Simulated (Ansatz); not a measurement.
C2H4FSi, SMILES `[CH]=C[SiH2]F` radical. Total charge 0; spin multiplicity 2. The geometry is a stationary point of PBE0-D4/def2-TZVP. It is one conformer, not always the lowest.

```xyz
8

C     0.241   -0.575    1.584
C     0.553    0.144    0.542
Si   -0.489    0.075   -0.993
F    -1.071    1.534   -1.310
H     0.607   -0.787    2.580
H     1.448    0.777    0.556
H     0.334   -0.315   -2.165
H    -1.623   -0.853   -0.794
```

(1) What is the dipole moment at PBE/def2-TZVPP? (Estimate.)

(2) And with r2SCAN, B3LYP, ωB97M-V? (An estimate is asked.)

(3) Give the Mulliken charges with PBE, ωB97M-V, r2SCAN in def2-TZVPP. (An estimate is asked.)

## Answers

(1) The calculation gave: 1.73 D, with components (1.27, -0.71, 0.92) D in this frame, pointing from negative to positive charge.

(2) The calculation gave: r2SCAN 1.80 D, B3LYP 1.82 D, ωB97M-V 1.83 D.

(3) The calculation gave: 
| atom | PBE | ωB97M-V | r2SCAN |
| --- | --- | --- | --- |
| C1 | -0.17 | -0.14 | -0.15 |
| C2 | -0.16 | -0.25 | -0.21 |
| Si3 | 0.55 | 0.56 | 0.66 |
| F4 | -0.29 | -0.32 | -0.33 |
| H5 | 0.14 | 0.14 | 0.13 |
| H6 | 0.09 | 0.11 | 0.08 |
| H7 | -0.08 | -0.05 | -0.10 |
| H8 | -0.08 | -0.04 | -0.09 |

B3LYP here is the variant with VWN-RPA as its local correlation; programs differ in this.

Results of the Gaussian-basis code of Ansatz.
